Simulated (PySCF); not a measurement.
H₂NiO₂, SMILES [OH][Ni][OH] (connectivity only; charge and spin as stated), neutral, multiplicity 3.

Geometry: PBE0-D3(BJ)/def2-TZVP. The multiplicity is an assumed one; other spin states were not compared. One conformer was computed; it need not be the lowest.

Two levels are set side by side: PBE/def2-TZVPD (PySCF) and B3LYP/def2-TZVPD (PySCF). Same geometry, gas phase. Differences are taken from unrounded values.

| quantity | B3LYP |
|---|---|
| α-spin orbital gap (eV) | 6.85 |
| β-spin orbital gap (eV) | 3.92 |
| dipole moment (D) | 2.67 |
| mean polarisability (bohr³) | 38.9 |

Problem. What does PBE give, and how far is it from B3LYP? (The exact figures need the calculation; the answer reports its results.)

Solution. 
```
quantity                      PBE  PBE minus B3LYP
---------------------------  ----  ---------------
α-spin orbital gap (eV)      4.74            -2.11
β-spin orbital gap (eV)      0.63            -3.29
dipole moment (D)            2.54            -0.14
mean polarisability (bohr³)  90.5             51.6
```

Loosely held outer electrons make PBE densities more polarisable. Differences between two approximate levels are no errors against the true value.

Rough cost on one machine, each run with all the roots and properties that it gave: B3LYP against PBE within a factor of 2.
